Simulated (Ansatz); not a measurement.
Al₄P₄H₁₄, a cluster cut from wurtzite AlP (hydrogen-capped), relaxed as a singlet with RKS r2SCAN-D4/def2-SVP in Ansatz, starting from the GFN2-xTB geometry. Force threshold 0.03 eV/Å.

Start:

```csv
atom,x (Å),y (Å),z (Å)
Al1,2.2985,1.0053,-1.0798
P2,1.3549,1.5193,1.1692
Al3,-1.6096,0.4907,-2.1501
P4,0.5410,-0.5097,-1.7279
P5,-2.0912,1.0526,0.2290
Al6,-0.6633,0.6268,2.1107
Al7,0.5022,-2.6174,-0.5603
P8,-0.2219,-1.6834,1.6325
H9,2.2564,2.3766,-1.8062
H10,3.6446,0.3049,-0.7494
H11,1.2955,2.8967,1.3211
H12,2.3522,1.3592,2.1199
H13,-1.5349,1.8826,-2.8334
H14,-2.7203,-0.5324,-2.5109
H15,0.9423,-0.8902,-3.0087
H16,-2.4610,2.3870,0.2970
H17,-3.3560,0.5864,0.5555
H18,-1.0998,1.0428,3.5163
H19,1.9125,-3.1921,-0.2587
H20,-0.6782,-3.5372,-0.9704
H21,0.6404,-2.1496,2.6134
H22,-1.3043,-2.4189,2.0912
```

Q: Estimate the energy that the relaxation releases and the steps that it takes.

A: 26.4 kJ/mol, in 4 steps; 18 s on 2 threads of AMD EPYC 7R13 on a shared host and a share (18 GiB) of an NVIDIA H100 80GB HBM3. No frequencies were taken in this run, so the end may be a saddle point.

Q: Does the start keep its bonding and symmetry?

A: By distances, no bond broke or formed. The bond that changes most is Al6–H18, from 1.53 to 1.59 Å (atoms count from 1). Point group Cs at the start, C3v at the end, both within 0.05 Å; within 0.015 Å the end is C3.

Q: Predict the relaxed structure.

A: 
```xyz
22

Al    2.287    1.000   -1.073
P     1.395    1.561    1.189
Al   -1.600    0.489   -2.141
P     0.549   -0.519   -1.752
P    -2.141    1.081    0.222
Al   -0.639    0.603    2.036
Al    0.501   -2.610   -0.565
P    -0.219   -1.733    1.658
H     2.220    2.385   -1.858
H     3.656    0.248   -0.759
H     1.253    2.966    1.349
H     2.374    1.337    2.194
H    -1.481    1.904   -2.864
H    -2.711   -0.587   -2.523
H     0.959   -0.906   -3.061
H    -2.461    2.460    0.342
H    -3.397    0.544    0.610
H    -1.096    1.034    3.492
H     1.962   -3.181   -0.288
H    -0.717   -3.533   -1.016
H     0.682   -2.131    2.681
H    -1.375   -2.413    2.126
```
Bond lengths (bridged metal pairs left out): 9 × Al–P 2.40 to 2.50 Å; 7 × Al–H 1.59 Å; 7 × H–P 1.42 to 1.43 Å.
